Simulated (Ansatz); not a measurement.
`B[SiH](F)BCl` + HCl → `B[SiH](F)Cl` + `BCl` at 400 K and 1 bar (cleavage of the Si–B bond).

Calculated with Ansatz (gas phase, PBE0-D4/def2-TZVP geometries, no zero-point term in ΔE). CBS: MP2 limit from def2 TZ/QZ plus the TZ coupled-cluster correction, frozen cores. This one scheme is used for every species. One conformer a species, not always the lowest.

| species | CCSD(T)/CBS energy (Eh) | H − E (kJ/mol) | S (J/(mol·K)) |
| --- | --- | --- | --- |
| `B[SiH](F)BCl` | -900.68555 | 153.9 | 399.5 |
| HCl | -460.38127 | 29.6 | 195.4 |
| `B[SiH](F)Cl` | -875.32432 | 115.6 | 350.7 |
| `BCl` | -485.78909 | 70.2 | 247.0 |

H − E and S are ideal-gas, rigid-rotor, harmonic terms from PBE0-D4/def2-TZVP, for one conformer and one mirror image of each species. 1 Eh = 2625.50 kJ/mol, R = 8.31446 J/(mol·K).

Question: By hand: ΔE, ΔH, ΔS and ΔG.

Answer: ΔE = (-875.32432) + (-485.78909) − (-900.68555) − (-460.38127) = -0.04659 Eh = -122.3 kJ/mol. Δ(H − E) = 115.6 + 70.2 − 153.9 − 29.6 = 2.3, so ΔH = -120.0 kJ/mol. ΔS = 350.7 + 247.0 − 399.5 − 195.4 = 2.8 J/(mol·K). ΔG = -120.0 − 400 × (2.8)/1000 = -121.1 kJ/mol.

Question: By hand: the equilibrium constant, and the temperature at which ΔG would vanish if ΔH and ΔS stayed fixed.

Answer: log₁₀ K = −ΔG/(RT ln 10) = 15.8. ΔH and −TΔS have one sign here, so there is no such temperature.

The number of gas molecules stays the same, so ΔS is small and ΔH decides. A doubt of 5 kJ/mol in ΔE shifts log₁₀ K by 0.7 here. Other conformers and mirror images would add mixing entropy, several J/(mol·K) or more a flexible species. These are equilibria of isolated gas molecules and say nothing of rates. Largest T1 diagnostic: 0.014 (customary marks: 0.02 for closed shells, 0.045 for open ones).

ΔS is within the doubt of such terms, so its sign, and with it that verdict, could turn.
